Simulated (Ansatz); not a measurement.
The cluster Zr4P4. The state is a singlet with charge 0. Geometry PBE-D4/def2-SVP; atoms count from 1.

Cartesian coordinates in Å:
```
Zr -0.4942 -2.2451 -1.3224
Zr -1.2469 -0.3484 0.7895
Zr 1.2161 0.3749 -0.8094
Zr 0.5232 2.2463 1.3493
P -2.1001 -2.6322 0.3668
P 1.0885 -0.1024 1.7834
P 2.1277 2.6309 -0.3406
P -1.1144 0.0761 -1.8167
```

In the def2 sets Zr takes a core potential; there is no spin–orbit coupling. The restricted singlet is unstable towards broken spin symmetry in Hartree–Fock (as tested in another run); at PBE0-D4/def2-TZVP this wasn't settled. Another isomer (singlet) lies 2.41 eV lower at PBE0-D4/def2-TZVP; other spin states weren't run for this one.

Estimate the Mulliken populations from the PBE0/def2-TZVP orbitals of Ansatz.


```json
{"atom": "Zr1", "charge (e)": "0.54", "d electrons": "2.57"}
{"atom": "Zr2", "charge (e)": "0.47", "d electrons": "2.49"}
{"atom": "Zr3", "charge (e)": "0.47", "d electrons": "2.49"}
{"atom": "Zr4", "charge (e)": "0.53", "d electrons": "2.57"}
{"atom": "P5", "charge (e)": "-0.53", "d electrons": "–"}
{"atom": "P6", "charge (e)": "-0.47", "d electrons": "–"}
{"atom": "P7", "charge (e)": "-0.53", "d electrons": "–"}
{"atom": "P8", "charge (e)": "-0.48", "d electrons": "–"}
```
Mulliken values depend strongly on the basis.

And the Mayer bond orders between heavy atoms (over 0.3)?

Zr1–Zr2 0.89 (2.94 Å); Zr1–Zr3 0.66 (3.17 Å); Zr1–P5 1.75 (2.36 Å); Zr1–P8 1.28 (2.45 Å); Zr2–Zr3 0.66 (3.02 Å); Zr2–Zr4 0.65 (3.19 Å); Zr2–P5 1.21 (2.47 Å); Zr2–P6 0.97 (2.55 Å); Zr2–P8 0.83 (2.64 Å); Zr3–Zr4 0.89 (2.94 Å); Zr3–P6 0.83 (2.64 Å); Zr3–P7 1.20 (2.48 Å); Zr3–P8 0.96 (2.56 Å); Zr4–P6 1.28 (2.45 Å); Zr4–P7 1.76 (2.36 Å).
